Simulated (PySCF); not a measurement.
Species: `COC1=C([SiH2]F)C(=O)OC1`. The columns A, B, C and D hold Mulliken, IAO, Hirshfeld and ESP-fitted charges (e) of one PBE0/pcSseg-1 density (PySCF), in a shuffled order. Coordinates in Å (GFN2-xTB); the density's dipole moment is (-3.26, 2.89, -1.50) D.

| atom | x | y | z | A | B | C | D |
| --- | --- | --- | --- | --- | --- | --- | --- |
| C1 | -0.968 | 1.989 | -0.687 | -0.038 | -0.027 | -0.209 | -0.119 |
| O2 | -1.566 | 0.710 | -0.584 | -0.455 | -0.082 | -0.293 | -0.316 |
| C3 | -0.821 | -0.304 | -0.162 | +0.137 | +0.102 | +0.248 | +0.402 |
| C4 | 0.464 | -0.448 | 0.222 | -0.601 | -0.171 | -0.498 | -0.527 |
| Si5 | 2.068 | 0.492 | 0.455 | +1.001 | +0.417 | +1.094 | +0.725 |
| F6 | 1.862 | 2.051 | 0.058 | -0.449 | -0.199 | -0.550 | -0.349 |
| C7 | 0.630 | -1.860 | 0.573 | +0.564 | +0.181 | +0.516 | +0.709 |
| O8 | 1.636 | -2.389 | 0.964 | -0.406 | -0.266 | -0.459 | -0.528 |
| O9 | -0.540 | -2.531 | 0.397 | -0.447 | -0.112 | -0.336 | -0.350 |
| C10 | -1.521 | -1.641 | -0.066 | +0.183 | +0.008 | -0.074 | -0.097 |
| H11 | -1.754 | 2.655 | -1.038 | +0.139 | +0.061 | +0.170 | +0.128 |
| H12 | -0.597 | 2.326 | 0.282 | +0.131 | +0.048 | +0.155 | +0.125 |
| H13 | -0.141 | 1.977 | -1.398 | +0.132 | +0.048 | +0.156 | +0.126 |
| H14 | 2.429 | 0.539 | 1.861 | -0.101 | -0.068 | -0.132 | -0.104 |
| H15 | 3.069 | 0.029 | -0.488 | -0.101 | -0.068 | -0.132 | -0.104 |
| H16 | -1.897 | -1.972 | -1.040 | +0.155 | +0.063 | +0.172 | +0.138 |
| H17 | -2.359 | -1.609 | 0.640 | +0.155 | +0.063 | +0.172 | +0.140 |

Which column most likely holds the ESP-fitted charges?

D. Σ q r misses the density's dipole by 0.02 D (D), 0.97 D (C), 1.13 D (B), 1.97 D (A). Charges fitted to the outside potential are the only set here that is tied to the molecule's multipoles.

And the Hirshfeld charges?

B. The mean sizes are 0.117 e (B), 0.293 e (D), 0.306 e (A), 0.316 e (C), and Hirshfeld charges are commonly the smallest of these schemes.

As computed, A = Mulliken, B = Hirshfeld, C = IAO, D = ESP-fitted. Hydrogens on carbon: Mulliken +0.13 to +0.16, Hirshfeld +0.05 to +0.06, IAO +0.16 to +0.17, ESP-fitted +0.13 to +0.14 e.

The Hirshfeld scheme weights the molecular density at each point by an atom's share of the summed free-atom densities. The ESP scheme is a least-squares fit of atom-centred charges to the potential on four shells outside the van der Waals surface, with the total charge fixed.

One conformer (not necessarily the lowest) at the GFN2-xTB geometry, without solvent, vibrations or thermal averaging.

The run behind these numbers computed NMR shieldings as well. Time: 94 s wall (grids of density and orbitals included); peak memory 1.0 GiB. Hardware: one thread, Arm Neoverse N1 (aarch64), shared host.

Conformer computed: `[CH3:1][O:2][C:3]1=[C:4]([SiH2:5][F:6])[C:7](=[O:8])[O:9][CH2:10]1`: C1–O2–C3–C4 0°, C3–C4–Si5–F6 0°.
